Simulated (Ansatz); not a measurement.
Stepwise reaction of `[OH][Al]([OH])[SiH3]` with hydrogen chloride, as a gas-phase model of exchange steps in deposition or etching. ΔE in kJ/mol.

Program: Ansatz. Geometries: PBE0-D4/def2-TZVP. ΔE: electronic, gas phase. CCSD(T)/CBS adds triple-zeta CCSD(T) − MP2 to the extrapolated MP2 energy (def2 sets, frozen cores). This one scheme is used for every species. Functionals use def2-TZVPP. B3LYP here is the variant with VWN-RPA as its local correlation; programs differ in this. One conformer a species, not always the lowest.

```tsv
step	reaction	PBE-D4	B3LYP-D4	ωB97M-V	CCSD(T)/CBS
2	`[OH][Al]([SiH3])[Cl]` + HCl → `[SiH3][Al]([Cl])[Cl]` + H₂O	-24.4	-20.1	-22.2	-25.1
```

(1) Give the row of step 1, `[OH][Al]([OH])[SiH3]` + HCl → `[OH][Al]([SiH3])[Cl]` + H₂O. (An estimate is asked.)

(2) By hand: ΔE of the 2 steps together at CCSD(T)/CBS.

## Answers

(1) The calculation gave: 
```tsv
step	reaction	PBE-D4	B3LYP-D4	ωB97M-V	CCSD(T)/CBS
1	`[OH][Al]([OH])[SiH3]` + HCl → `[OH][Al]([SiH3])[Cl]` + H₂O	-33.8	-29.5	-31.8	-33.6
```

(2) (-33.6) + (-25.1) = -58.7 kJ/mol, or -29.4 kJ/mol a step.

In ΔE each step is higher than the one before. All are downhill at CCSD(T)/CBS. PBE-D4 differs from CCSD(T)/CBS by -0.2 to 0.7 kJ/mol a step. Isolated molecules leave out the surface, adducts and barriers. Largest T1 diagnostic: 0.013.
